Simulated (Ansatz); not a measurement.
A barrier at the coupled-cluster level

Start structure (BNH₄Cl₃F, closed shell), relaxed at PBE0-D4/def2-TZVP:

B1  (-0.616, -0.073, -0.822)
Cl2  (0.187, 1.585, -1.112)
Cl3  (0.221, -1.405, -1.731)
Cl4  (-2.413, 0.003, -1.093)
H5  (0.594, -0.333, 0.977)
N6  (-0.403, -0.386, 0.735)
H7  (1.859, 1.053, 0.040)
F8  (2.240, 0.586, 0.766)
H9  (-0.755, -1.318, 0.939)
H10  (-0.913, 0.287, 1.302)
(Å)

The step: BCl₃ ([Cl][B]([Cl])[Cl]) + NH₃ + HF → BNH₂Cl₂ ([NH2][B]([Cl])[Cl]) + HCl + HF; bonds formed: Cl2–H7, H5–F8; dative contacts that become bonds: B1–N6; bonds broken: B1–Cl2, H5–N6, H7–F8. Ansatz 0.2.0; basis: def2-TZVPP and def2-QZVPP; cores frozen in the correlated methods. Extrapolation: Hartree–Fock as exp(−7.88 √X), correlation as X^−2.97. Energies below are by CCSD(T) at an estimated basis limit (MP2 extrapolated from triple and quadruple zeta, plus CCSD(T) − MP2 in triple zeta).

(1) What are the electronic barrier and the energy of the step, from the start structure to the end structure? (An estimate is asked for; the value comes from the calculation.)

No T1 diagnostic of these runs exceeds 0.011.

Results:

(1) Computed: Barrier 1.357 eV; step energy 0.739 eV (uphill); reverse barrier, their difference, 0.618 eV. Barrier and step energy count from the start structure, the reverse barrier from the end structure.

The saddle point: One imaginary mode of 661i cm⁻¹.
```tsv
pair	start (Å)	saddle (Å)	end (Å)
B1–N6	1.60	1.49	1.42
Cl2–H7	2.10	1.40	1.29
H5–F8	1.90	1.10	0.95
B1–Cl2	1.87	2.44	3.90
H5–N6	1.03	1.33	1.75
H7–F8	0.94	1.35	1.88
```

Zero-point energy (harmonic, PBE0-D4): ZPE is 1.662 eV at the start and 1.451 eV at the saddle, so the barrier goes from 1.357 to 1.147 eV.

Labels in which every atom is bracketed show which atoms are joined, not bond orders.

For scale, one of the runs: CCSD(T)/def2-TZVPP, 275 basis functions, launched by `ansatz run in.yaml --threads 8 --pin off --events-out ev --progress --plain --max-ram 19148MiB`. Time: 3.9 min of wall clock on 8 CPU threads of an Arm Neoverse V1; the host was shared. Peak host memory: 7.5 GiB.
